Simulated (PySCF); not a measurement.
**Computed spin Hamiltonian**

Species: C4H3ClO3 (charge -1 and doublet state).
SMILES with atom numbers: `[CH3:1][C:2]1=[C:3]([Cl:4])[O:5][C:6]([O-:7])[O:8]1` (hydrogens: H9, H10, H11 on C1)

Geometry (GFN2-xTB, Å), atoms numbered from 1 in this order:
```
atom  x, y, z in Å
C1     1.6588   -0.2652    0.2071
C2     0.2013   -0.0103    0.1366
C3    -0.5328    1.1254    0.0402
Cl4   -0.0170    2.3804   -1.6467
O5    -1.8620    0.7241    0.0170
C6    -1.9114   -0.6060    0.1364
O7    -2.9266   -1.2587    0.1831
O8    -0.6815   -1.1128    0.2427
H9     1.9300   -1.0871   -0.4563
H10    1.9748   -0.5262    1.2210
H11    2.1718    0.6392   -0.1071
```

Theory: UKS B3LYP, pcH-1 on C Cl H O, non-relativistic, mean-field spin-orbit, GIAO (PySCF). Whether the extra electron is bound in the gas phase wasn't checked; a finite basis holds it in any case. Couplings are sensitive to structure, and on GFN2-xTB geometries they can be far from those on DFT ones, by a factor of two or more for some ions and for spin on atoms past the first row. No stability test was run, so a lower SCF solution isn't excluded.

```json
{
 "g1, g2, g3": "2.00236, 2.00785, 2.00931",
 "g_iso": "2.00651",
 "Form of g": "rhombic: the two nearest values differ by 21 % of g3 − g1",
 "⟨S²⟩": "0.7540 (exact 0.7500)",
 "HOMO–LUMO gap, α and β orbitals": "4.87, 4.13 eV",
 "Total energy": "-840.12430 Eh"
}
```

Hyperfine couplings atom by atom, in MHz; T1 to T3 are the principal values of the dipolar part:

```
atom  isotope  a_iso  of which spin–orbit     T1     T2     T3  Mulliken spin population
  C1      13C   -7.0                  0.0   -0.8   -0.5    1.3                     -0.01
  C2      13C   52.8                  0.1  -20.2  -15.9   36.1                      0.17
  C3      13C  700.8                 -0.2  -43.2  -34.4   77.6                      0.47
 Cl4     35Cl  157.9                  2.1  -64.7  -64.0  128.7                      0.33
  O5      17O  -47.1                  0.0   -5.7    1.8    3.9                     -0.01
  C6      13C   28.3                  0.0   -3.2   -1.3    4.5                      0.01
  O7      17O   -0.8                  0.0   -4.2    1.3    2.9                      0.01
  O8      17O   -6.0                  0.0  -13.2    5.9    7.3                      0.02
  H9       1H    9.2                  0.0   -2.0   -1.4    3.4                      0.00
 H10       1H   20.9                  0.0   -2.2   -1.8    4.0                      0.01
 H11       1H    1.4                  0.0   -3.0   -1.9    4.9                      0.00
```

Largest spin populations (Mulliken): C3 (+0.47), Cl4 (+0.33) and C2 (+0.17). Three atoms exceed +0.15.

The SMILES `CC1=C(Cl)O[C]([O-])O1` draws the unpaired electron on C6, whose computed spin population is only +0.01.

Axes: g1 points within 14° of the C3–Cl4 bond.

Under fast tumbling the dipolar parts average out, and these isotropic splittings remain: 1 × 35Cl (Cl4, I = 3/2, 4 lines) with 5.62 mT and 3 × 1H (H9/H10/H11, I = 1/2, 4 lines) with 0.38 mT.

Nuclei that the bonding pattern makes equivalent are averaged, as if the motion that swaps them (rotation, inversion, ring flip) were fast. The three 1H nuclei of mean +10.5 MHz run from 1.4 to 20.9 MHz in the frozen geometry.

Main isotope only: 35Cl (natural samples also hold 24 % 37Cl, magnetic too, which adds its own pattern).

The 17O coupling of O5 (-47.1 MHz) shows only in satellite lines or after enrichment, since that isotope makes up about 0.038 % of natural oxygen.

The 13C coupling of C3 (700.8 MHz) shows only in satellite lines or after enrichment, since that isotope makes up about 1.07 % of natural carbon.

Examples of negative spin density at the nucleus (bohr⁻³): C1 (-0.0063).
